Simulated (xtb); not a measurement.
GaCl2I, SMILES [Cl][Ga]([Cl])[I]. All values are semi-empirical tight-binding results from xtb (GFN2-xTB unless named), good for trends rather than for accurate numbers. Geometry: GFN2-xTB. The structure was generated by enumeration; whether it is a known compound was not checked.

For metal compounds this method's bond lengths and energies can be far off.

| Quantity | Result |
|---|---|
| point group as xtb finds it | C2v |
| orbital gap | 3.87 eV |
| zero-point energy | 1.9 kcal/mol |
| G − E(el) at 298.15 K (modified RRHO) | -19.0 kcal/mol |
